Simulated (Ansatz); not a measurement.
Abridged output of a molecular run in Ansatz:

```
Functional definition: HF
1635 factors; integrals over basis functions are off by at most 1.2e-3 eV
mean field evaluation 1: about -23084.5456 eV, gradient 5.8e1 eV
mean field evaluation 2: about -23084.8093 eV, gradient 5.8e1 eV
mean field evaluation 4: about -23091.3754 eV, gradient 5.2e0 eV
mean field evaluation 8: about -23091.4597 eV, gradient 2.6e-1 eV
mean field -23091.46000363 eV, -848.5955031795 hartree, gradient 2.1e-6 eV, S^2 0.000000; 0 other end points of the search recorded, 0 dependent functions left out
11 core orbitals not correlated: weight in the atoms' cores, before any rotation towards them, 1.000 or more for the frozen orbitals, at most 0.000 for the correlated occupied ones
reference -23091.46000363 eV, -848.5955031795 hartree; 34, 34 occupied and 124, 124 virtual orbitals, 1635 factors
second order -49.13699783 eV of doubles, -0.00000000 eV of singles
cycle   1  -49.12611809 eV  change    1.1e-2 eV  update   1.5e-1
cycle   2  -50.11981214 eV  change   -9.9e-1 eV  update   4.1e-2
cycle   3  -50.37965641 eV  change   -2.6e-1 eV  update   2.0e-2
cycle   4  -50.36870330 eV  change    1.1e-2 eV  update   3.6e-3
cycle   5  -50.36552309 eV  change    3.2e-3 eV  update   1.7e-3
cycle   6  -50.36678432 eV  change   -1.3e-3 eV  update   5.1e-4
cycle   7  -50.36658379 eV  change    2.0e-4 eV  update   1.8e-4
cycle   8  -50.36635583 eV  change    2.3e-4 eV  update   5.6e-5
cycle   9  -50.36635764 eV  change   -1.8e-6 eV  update   1.8e-5
perturbative correction -1.07793760 eV, -0.0396134762 hartree
Total energy: -23142.90429887 eV, -850.4860461594 hartree
```

Its atoms:

```xyz
14

F     1.7410    2.1537    0.8466
C     1.0062    1.0072    0.9634
C     0.7416    0.4637   -0.4279
F     1.9137    0.2386   -1.0476
F     0.0576    1.3728   -1.1656
C    -0.0687   -0.8554   -0.4637
F     0.4387   -1.7018    0.4520
F     0.0737   -1.4070   -1.6793
C    -1.5770   -0.6859   -0.2277
F    -1.7868   -0.1302    0.9857
F    -2.1486   -1.8984   -0.2397
H     0.0657    1.2312    1.4676
H     1.5728    0.2687    1.5341
H    -2.0299   -0.0573   -0.9979
```

Q: Which basis set was used?
A. def2-SVPD
B. def2-TZVPP
C. def2-SVP
D. cc-pV(Q+d)Z

A: C. It gives 169 functions.

Q: Write the keys of the input that set method, charge and spin (a neutral closed shell needs none for the last two).

A: 
```yaml
correlation: {method: ccsd_t}
```
